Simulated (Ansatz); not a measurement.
Consider the isomerisation: `[CH3][Sn]([OH])([OH])[Cl]` → `C[O][SnH]([OH])[Cl]`.

Isolated molecules relaxed with PBE0-D4/def2-TZVP in Ansatz; ΔE leaves out vibrations. CCSD(T)/CBS adds triple-zeta CCSD(T) − MP2 to the extrapolated MP2 energy (def2 sets, frozen cores). Functionals use def2-TZVPP. Elements past krypton have def2 core potentials. For Sn outer-core shells are correlated without core-valence functions, which leaves a few kJ/mol of doubt a bond. One conformer a species, not always the lowest.

```csv
level,ΔE (kJ/mol)
PBE0-D4,102.0
ωB97M-V,102.3
```

Problem. What does CCSD(T)/CBS give? (Best estimate.)

Solution. Ansatz gave: +108.2 kJ/mol. The listed levels differ from it by -6.2, -5.9 kJ/mol.

Largest T1 diagnostic among the species: 0.013.

In def2-TZVPP, CCSD(T) changes the Hartree–Fock value by +15.3 kJ/mol (the triples alone add +1.4 kJ/mol) and MP2 by +25.0 kJ/mol.

CCSD(T)/CBS has its own doubt, a few kJ/mol and more with outer-core shells, so smaller differences from it don't rank the levels.
